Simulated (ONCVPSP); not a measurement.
# PBEsol ONCV dataset for selenium, scalar-relativistic all-electron reference.

```json
{
 "Element": "Se (Z = 34)",
 "Generator": "ONCVPSP 4.0.1",
 "Type": "optimised norm-conserving Vanderbilt (ONCV)",
 "Functional": "PBEsol",
 "Relativity": "scalar-relativistic",
 "Frozen core": "[Ar]",
 "Valence charge": "16",
 "Reference configuration": "3d10 4s2 4p4",
 "Partial waves": "4s: rc 1.45 bohr, ncon 4, nbas 8, qcut 3.5 1/bohr, 2 projectors, debl 3.3 Ha; 4p: rc 1.95 bohr, ncon 4, nbas 8, qcut 3.4 1/bohr, 2 projectors, debl 0.9 Ha; 3d: rc 0.70 bohr, ncon 4, nbas 9, qcut 26.3 1/bohr, 2 projectors, debl 1.8 Ha",
 "Local potential": "polynomial inside 0.70 bohr (lpopt 1, dvloc0 -1 Ha)",
 "Core correction": "Teter function fitted to the true core (icmod 2), fcfact 0.25"
}
```

In the d channel the program set the typed energies aside and used -1.952, 0.250 Ha.

All-electron outer shells of the reference configuration (PBEsol, scalar-relativistic, ld1.x):

```
shell  level (eV)  outermost node (bohr)  outermost maximum (bohr)
   3s     -213.09                   0.24                      0.50
   3p     -152.76                   0.21                      0.50
   3d      -53.12                      –                      0.45
   4s      -17.29                   0.70                      1.51
   4p       -6.51                   0.74                      1.80
```

Question: Estimate the cutoffs (Ha) at which the residual kinetic energy of the hardest occupied pseudo-wave falls to 1 and 0.1 mHa per electron.

Answer: 237 Ha and 268 Ha.

Question: What does a ghost test show?

Answer: Ghosts flagged at negative energy: s at -59.6 eV; GHOST(+) flagged for p at 78.9 eV. A true bound ghost makes a file unfit for plane-wave use.

Question: Which valence shell sets the plane-wave cutoff?

Answer: 3d: 237 Ha for 1 mHa per electron, against 60 Ha for 4s.

Question: Tests: 3d10 4s2 4p3; 3d10 4s2 4p2; 3d10 4s2 4p1; 3d10 4s2 4p3.5. Which has the largest error in its energy relative to the reference configuration, and how large is it?

Answer: 3d10 4s2 4p1, with -40 meV (all-electron minus pseudo) on +62.12 eV.
